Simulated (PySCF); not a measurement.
Computed with PBE-D3(BJ)/def2-TZVP // B3LYP-D3(BJ)/def2-TZVP run with PySCF. Isolated molecules, 0 K electronic values unless said otherwise. 

Reference species (SMILES): `Cl[Si](Cl)Cl` (neutral, multiplicity 2).

```yaml
dipole_moment: 0.49 D
```

Changed species: `[SiH2]Cl` (radical fragment; the reference has radical fragment).

Task: Give the shifts of the dipole moment.

Result: the dipole moment rises by 0.57 D, to 1.06 D.
